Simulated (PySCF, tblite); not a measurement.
Isomers of C7H13NP2, one GFN2-xTB conformer each. Single-point energies are computed at PBE0/pcSseg-1 (PySCF, gas phase, no added dispersion term), electronic only.

Task: Rank them by PBE0/pcSseg-1 energy, lowest first (kcal/mol).
A. `[CH2:1]=[CH:2][CH2:3][P:4]([CH2:5][C:6]#[N:7])[CH2:8][CH2:9][PH2:10]` with C1–C2–C3–P4 118°, C2–C3–P4–C5 177°, C3–P4–C5–C6 49°, C3–P4–C8–C9 79°, P4–C8–C9–P10 23°
B. `[CH2:1]=[C:2]([CH3:3])[P:4]([CH2:5][PH2:6])[CH2:7][CH2:8][C:9]#[N:10]` with C1–C2–P4–C5 -151°, C2–P4–C5–P6 -179°, P4–C5–P6–H -71° and -164°, C2–P4–C7–C8 -73°, P4–C7–C8–C9 -179°

Result: B (0.0), A (9.7).

GFN2-xTB itself gives, in the same order: 5.7, 0.0. GFN2-xTB puts C=CCP(CC#N)CCP lowest instead.

Task: Which frontier levels, dipoles and rotational constants go with these structures?

Result: 
| SMILES | HOMO (eV, PBE0/pcSseg-1) | LUMO (eV) | dipole (D) | A, B, C (MHz) |
| --- | --- | --- | --- | --- |
| C=C(C)P(CP)CCC#N | -7.14 | -0.56 | 5.09 | 964.7, 649.2, 444.1 |
| C=CCP(CC#N)CCP | -6.34 | -0.39 | 2.70 | 1385, 704.9, 587.5 |

Task: What happens when harmonic zero-point energies from GFN2-xTB frequencies are added?

Result: 
```tsv
SMILES	ZPE (kcal/mol)	electronic (kcal/mol)	with ZPE (kcal/mol)
C=C(C)P(CP)CCC#N	111.5	0.0	0.0
C=CCP(CC#N)CCP	111.7	9.7	9.8
```

The zero-point energies span 0.2 kcal/mol. The order is unchanged.
